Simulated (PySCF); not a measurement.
Compound: 3,3-dimethylbutylamine, C6H15N.
Geometry (PBE0-D3(BJ)/def2-SVP, Å), atoms numbered from 1 in this order:
```
atom  x, y, z in Å
C1    -1.6299   -1.6363    0.2801
C2    -1.1218   -0.2481   -0.1168
C3    -1.4812    0.7475    0.9899
C4    -1.7997    0.1726   -1.4241
C5     0.4050   -0.3322   -0.2990
C6     1.1415    0.9472   -0.6920
N7     2.5757    0.8056   -0.8556
H8    -1.3953   -2.3820   -0.4964
H9    -2.7222   -1.6326    0.4241
H10   -1.1677   -1.9751    1.2212
H11   -0.9774    0.4900    1.9356
H12   -2.5667    0.7449    1.1782
H13   -1.1967    1.7774    0.7257
H14   -1.5310   -0.5084   -2.2479
H15   -1.5180    1.1933   -1.7243
H16   -2.8960    0.1524   -1.3180
H17    0.6224   -1.1031   -1.0620
H18    0.8479   -0.7098    0.6418
H19    0.7295    1.3441   -1.6348
H20    0.9612    1.7319    0.0616
H21    2.9915    0.4589    0.0076
H22    2.7767    0.0981   -1.5608
```

Level: PBE0/def2-SVPD in PySCF, non-relativistic, on one gas-phase PBE0-D3(BJ)/def2-SVP geometry that isn't relaxed in the solvent. The solvent is an IEF-PCM continuum (van der Waals radii × 1.2), and excitations are vertical TDDFT with non-equilibrium linear response and a frozen core. Only the electrostatic response of the medium enters.

Gas-phase singlets (H = HOMO, L = LUMO):

```json
{"state": "S1", "E (eV)": "6.213", "λ (nm)": "200", "f": "0.022", "leading configurations": "H→L 69%, H→L+1 30%"}
{"state": "S2", "E (eV)": "6.836", "λ (nm)": "181", "f": "0.008", "leading configurations": "H→L+1 66%, H→L 29%"}
{"state": "S3", "E (eV)": "7.214", "λ (nm)": "172", "f": "0.007", "leading configurations": "H→L+2 93%"}
{"state": "S4", "E (eV)": "7.231", "λ (nm)": "171", "f": "0.007", "leading configurations": "H→L+3 87%"}
{"state": "S5", "E (eV)": "8.031", "λ (nm)": "154", "f": "0.054", "leading configurations": "H→L+4 49%, H→L+5 32%"}
```

Task: What are the lowest 5 singlets in chloroform (ε = 4.711)?

Result: 
```csv
state,E (eV),λ (nm),f,leading configurations,change by rank (eV)
S1,6.422,193,0.033,"H→L 66%, H→L+1 33%",+0.209
S2,7.040,176,0.009,"H→L+1 62%, H→L 32%",+0.204
S3,7.372,168,0.010,H→L+2 92%,+0.158
S4,7.467,166,0.008,H→L+3 88%,+0.236
S5,8.206,151,0.094,"H→L+5 49%, H→L+4 34%",+0.175
```

Task: Give the list for dimethylsulfoxide (ε = 46.83), n² = 2.19.

Result: 
```json
{"state": "S1", "E (eV)": "6.519", "λ (nm)": "190", "f": "0.036", "leading configurations": "H→L 65%, H→L+1 34%", "change by rank (eV)": "+0.306"}
{"state": "S2", "E (eV)": "7.128", "λ (nm)": "174", "f": "0.008", "leading configurations": "H→L+1 60%, H→L 33%", "change by rank (eV)": "+0.292"}
{"state": "S3", "E (eV)": "7.441", "λ (nm)": "167", "f": "0.010", "leading configurations": "H→L+2 91%", "change by rank (eV)": "+0.227"}
{"state": "S4", "E (eV)": "7.570", "λ (nm)": "164", "f": "0.007", "leading configurations": "H→L+3 88%", "change by rank (eV)": "+0.339"}
{"state": "S5", "E (eV)": "8.280", "λ (nm)": "150", "f": "0.103", "leading configurations": "H→L+4 47%, H→L+5 38%", "change by rank (eV)": "+0.249"}
```

Task: The ground-state energy changes by -0.197 eV from gas to dimethylsulfoxide. By how much does the total energy of gas-phase S1 change?

Result: E(S1) = E(S0) + excitation energy, so it changes by -0.197 + 0.306 = +0.109 eV: it isn't lowered at all, while the ground state is. This is the vertical state, with the slow part of the continuum still set for S0.

Task: How do the frontier levels move from gas to dimethylsulfoxide?

Result: 
```json
{"orbital": "LUMO+2", "gas (eV)": "1.42", "solvent (eV)": "1.60", "change (eV)": "+0.18"}
{"orbital": "LUMO+1", "gas (eV)": "1.12", "solvent (eV)": "1.36", "change (eV)": "+0.24"}
{"orbital": "LUMO", "gas (eV)": "0.57", "solvent (eV)": "0.81", "change (eV)": "+0.24"}
{"orbital": "HOMO", "gas (eV)": "-6.80", "solvent (eV)": "-6.88", "change (eV)": "-0.08"}
{"orbital": "HOMO-1", "gas (eV)": "-8.97", "solvent (eV)": "-8.75", "change (eV)": "+0.22"}
{"orbital": "HOMO-2", "gas (eV)": "-8.97", "solvent (eV)": "-8.76", "change (eV)": "+0.21"}
{"orbital": "HOMO-3", "gas (eV)": "-9.34", "solvent (eV)": "-9.15", "change (eV)": "+0.19"}
```

The HOMO–LUMO gap goes from 7.38 to 7.69 eV. Rows go by rank; for HOMO-2 and HOMO-1 the atom shares or the degeneracy differ between the runs, so the row needn't follow one orbital.
